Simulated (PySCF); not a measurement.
F6Os, triplet, at a GFN2-xTB geometry (such geometries of metal compounds can be far from the true shape) (core potentials on Os); DF-B3LYP/def2-SV(P) in PySCF.

PySCF was given this input:
```python
from pyscf import gto, scf, dft

mol = gto.M(
    atom='''
Os   -0.000000    0.000000   -0.000000
F     1.103868   -0.422732   -1.384136
F    -1.103868    0.422732    1.384136
F    -1.163739    0.775621   -1.164982
F    -0.860376   -1.591468   -0.200108
F     0.860376    1.591468    0.200108
F     1.163739   -0.775621    1.164982
''',
    basis='def2-sv(p)',
    ecp={'Os': 'def2-sv(p)'},
    charge=0,
    spin=2,
    verbose=4,
)

mf = dft.UKS(mol)
mf.xc = 'b3lyp'
mf.grids.prune = dft.gen_grid.sg1_prune
mf = mf.density_fit(auxbasis='def2-universal-jkfit')
mf.kernel()
```

Task: What does PySCF print? Leave out banner, timings and long lists.

Result: 
```
PySCF version 2.14.0

[INPUT] verbose = 4
[INPUT] num. atoms = 7
[INPUT] num. electrons = 70
[INPUT] charge = 0
[INPUT] spin (= nelec alpha-beta = 2S) = 2
[INPUT] symmetry False subgroup None
[INPUT] Mole.unit = angstrom
[INPUT] Symbol           X                Y                Z      unit          X                Y                Z       unit  Magmom
[INPUT]  1 Os     0.000000000000   0.000000000000   0.000000000000 AA    0.000000000000   0.000000000000   0.000000000000 Bohr   0.0
[INPUT]  2 F      1.103868000000  -0.422732000000  -1.384136000000 AA    2.086008197671  -0.798847704090  -2.615637959151 Bohr   0.0
[INPUT]  3 F     -1.103868000000   0.422732000000   1.384136000000 AA   -2.086008197671   0.798847704090   2.615637959151 Bohr   0.0
[INPUT]  4 F     -1.163739000000   0.775621000000  -1.164982000000 AA   -2.199147990475   1.465711266461  -2.201496920048 Bohr   0.0
[INPUT]  5 F     -0.860376000000  -1.591468000000  -0.200108000000 AA   -1.625875004149  -3.007438656009  -0.378149315334 Bohr   0.0
[INPUT]  6 F      0.860376000000   1.591468000000   0.200108000000 AA    1.625875004149   3.007438656009   0.378149315334 Bohr   0.0
[INPUT]  7 F      1.163739000000  -0.775621000000   1.164982000000 AA    2.199147990475  -1.465711266461   2.201496920048 Bohr   0.0

nuclear repulsion = 486.33165722232
number of shells = 47
number of NR pGTOs = 194
number of NR cGTOs = 109
basis = def2-sv(p)
ecp = {'Os': 'def2-sv(p)'}

******** <class 'pyscf.df.df_jk.DFUKS'> ********
method = DFUKS
initial guess = minao
damping factor = 0
level_shift factor = 0
DIIS = <class 'pyscf.scf.diis.CDIIS'>
diis_start_cycle = 1
diis_space = 8
diis_damp = 0
SCF conv_tol = 1e-09
SCF conv_tol_grad = None
SCF max_cycles = 50
direct_scf = False
number electrons alpha = 36  beta = 34
XC library pyscf.dft.libxc version 7.1.2
    S. Lehtola, C. Steigemann, M. J. T. Oliveira, and M. A. L. Marques,  SoftwareX 7, 1–5 (2018)
XC functionals = b3lyp
    P. J. Stephens, F. J. Devlin, C. F. Chabalowski, and M. J. Frisch,  J. Phys. Chem. 98, 11623 (1994)
radial grids:
    Treutler-Ahlrichs [JCP 102, 346 (1995); DOI:10.1063/1.469408] (M4) radial grids

becke partition: Becke, JCP 88, 2547 (1988); DOI:10.1063/1.454033
pruning grids: <function sg1_prune>
grids dens level: 3
symmetrized grids: False
atomic radii adjust function: <function treutler_atomic_radii_adjust>
small_rho_cutoff = 0
Set gradient conv threshold to 3.16228e-05
Traceback (most recent call last):
  File "input.py", line 24, in <module>
  File "<string>", line 2, in kernel
  File "site-packages/pyscf/scf/hf.py", line 2099, in scf
  File "site-packages/pyscf/scf/hf.py", line 132, in kernel
  File "site-packages/pyscf/dft/uks.py", line 42, in get_veff
  File "site-packages/pyscf/dft/uks.py", line 192, in initialize_grids
  File "site-packages/pyscf/dft/rks.py", line 506, in initialize_grids
  File "site-packages/pyscf/dft/gen_grid.py", line 653, in build
  File "<string>", line 6, in gen_atomic_grids
  File "site-packages/pyscf/dft/gen_grid.py", line 318, in gen_atomic_grids
  File "site-packages/pyscf/dft/gen_grid.py", line 81, in sg1_prune
IndexError: index 76 is out of bounds for axis 0 with size 19
```

The program refused the input.
